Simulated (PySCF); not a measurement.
# C$_{9}$H$_{10}$: full NMR table

- Formula: C9H10
- SMILES: C=CCc1ccccc1
- Point group of the computed structure: C1
- Degrees of unsaturation: 5
- Carbon signals: 7
- Proton signals: 7

Atom-mapped SMILES (the numbers label the heavy atoms): `[CH2:1]=[CH:2][CH2:3][c:4]1[cH:5][cH:6][cH:7][cH:8][cH:9]1` (H(Xn): hydrogen on atom n). Ha(C1) is cis to C3; Hb(C1) is trans to C3.

[PySCF 2.14: geometry from PBE0-D3(BJ)/def2-SVP; shieldings: GIAO B3LYP/pcSseg-1; in vacuum; no relativistic terms; one averaged value for each set of equivalent atoms; a single conformation]

References, each an isolated molecule treated in the same way: TMS for 1H and 13C.

```tsv
carbon	δC, type	δH (multiplicity)	HMBC from (2–3 bonds)	span of the C tensor (ppm)
C1	122.6, CH2	Hb(C1) 5.25 (m); Ha(C1) 5.38 (m)	H(C2), H(C3)	202
C2	148.8, CH	5.95 (m)	Ha(C1), Hb(C1), H(C3)	245
C3	45.8, CH2	3.27 (d)	H(C5)/H(C9), H(C2), Ha(C1), Hb(C1)	33
C4	146.5, C	–	H(C6)/H(C8), H(C5)/H(C9), H(C2), H(C3)	239
C5/C9	135.0, CH	7.23 (m)	H(C6)/H(C8), H(C5)/H(C9), H(C7), H(C3)	224
C6/C8	134.3, CH	7.27 (m)	H(C6)/H(C8), H(C5)/H(C9), H(C7)	236
C7	132.4, CH	7.18 (m)	H(C6)/H(C8), H(C5)/H(C9)	234
```

Carbon types of the structure: 1 × C, 6 × CH, 2 × CH2, which accounts for all hydrogens. δC 148.8: alkene CH; as expected for a trigonal carbon in a double bond. δC 146.5: substituted aromatic carbon. δC 135.0, 134.3, 132.4: aromatic CH; the aromatic region. δC 122.6: terminal =CH2 carbon; as expected for a trigonal carbon in a double bond. δH 5.95: hydrogen on an alkene CH; olefinic region.

Shifts are as computed. Against solution values, carbons near 30 ppm lie about +2 ppm off and those near 130 ppm about +6 ppm. Of 1211 compounds with measured shifts, 218 miss one by over three times the rms of a fit or turn the order of signals round; such compounds aren't used in these exercises. Multiplicities follow the n + 1 count of equivalent neighbours, as no J values were calculated; m marks all less simple cases, F and P coupling included.
